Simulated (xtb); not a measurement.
indium atom (In), doublet (GFN-xTB shapes and energies of metal compounds can be far from the true ones); xtb with GFN0-xTB.

xtb was given this input:
```
$ xtb mol.xyz --gfn 0 --uhf 1 --acc 0.0001 --json

# file mol.xyz
1

In     0.00000000     0.00000000     0.00000000
```

The log (banner, timings and long lists left out):

```
   ID    Z sym.   atoms
    1   49 In     1

           -------------------------------------------------
          |                Calculation Setup                |
           -------------------------------------------------

           -------------------------------------------------
          |                 G F N 0 - x T B                 |
           -------------------------------------------------

          ...................................................
          :                      SETUP                      :
          :.................................................:
          :  # basis functions                  10          :
          :  # atomic orbitals                   9          :
          :  # shells                            3          :
          :  # electrons                         3          :
          :  electronic temp.          300.0000000     K    :
          :  accuracy                    0.0001000          :
          :  -> integral cutoff          0.6500000E+02      :
          :  -> integral neglect         0.1000000E-11      :
          ...................................................

         :::::::::::::::::::::::::::::::::::::::::::::::::::::
         ::                     SUMMARY                     ::
         :::::::::::::::::::::::::::::::::::::::::::::::::::::
         :: total energy              -1.125225488797 Eh    ::
         :: gradient norm              0.000000000000 Eh/a0 ::
         :: HOMO-LUMO gap              0.000000000000 eV    ::
         ::.................................................::
         :: H0 energy                 -1.125225488797 Eh    ::
         :: repulsion energy           0.000000000000 Eh    ::
         :: electrostat energy        -0.000000000000 Eh    ::
         :: -> Gsolv                   0.000000000000 Eh    ::
         ::    -> Gsasa                0.000000000000 Eh    ::
         ::    -> Gshift               0.000000000000 Eh    ::
         :: dispersion energy          0.000000000000 Eh    ::
         :: short-range corr.          0.000000000000 Eh    ::
         :: add. restraining           0.000000000000 Eh    ::
         :: total charge              -0.000000000000 e     ::
         :::::::::::::::::::::::::::::::::::::::::::::::::::::

           -------------------------------------------------
          |                Property Printout                |
           -------------------------------------------------

    * Orbital Energies and Occupations

         #    Occupation            Energy/Eh            Energy/eV
      -------------------------------------------------------------
         1        2.0000           -0.4707196             -12.8089
         2        0.3333           -0.1819722              -4.9517 (HOMO)
         3        0.3333           -0.1819722              -4.9517 (LUMO)
         4        0.3333           -0.1819722              -4.9517
         5                         -0.0243597              -0.6629
         6                         -0.0243597              -0.6629
         7                         -0.0243597              -0.6629
         8                         -0.0243597              -0.6629
         9                         -0.0243597              -0.6629
      -------------------------------------------------------------
                  HL-Gap            0.0000000 Eh            0.0000 eV
             Fermi-level            0.0000000 Eh            0.0000 eV

     #   Z          covCN         q      C6AA      α(0)
     1  49 In       0.000    -0.000   775.599    72.893

 Mol. C6AA /au·bohr⁶  :        775.598671
 Mol. C8AA /au·bohr⁸  :     114692.196321
 Mol. α(0) /au        :         72.893499

Wiberg/Mayer (AO) data.
largest (>0.10) Wiberg bond orders for each atom

 ---------------------------------------------------------------------------
     #   Z sym  total        # sym  WBO       # sym  WBO       # sym  WBO
 ---------------------------------------------------------------------------
     1  49 In   0.000
 ---------------------------------------------------------------------------

 dipole moment from electron density (au)
     X       Y       Z
   0.0000   0.0000   0.0000  total (Debye):    0.000

           -------------------------------------------------
          | TOTAL ENERGY               -1.125225488797 Eh   |
          | GRADIENT NORM               0.000000000000 Eh/α |
          | HOMO-LUMO GAP               0.000000000000 eV   |
           -------------------------------------------------

normal termination of xtb
```
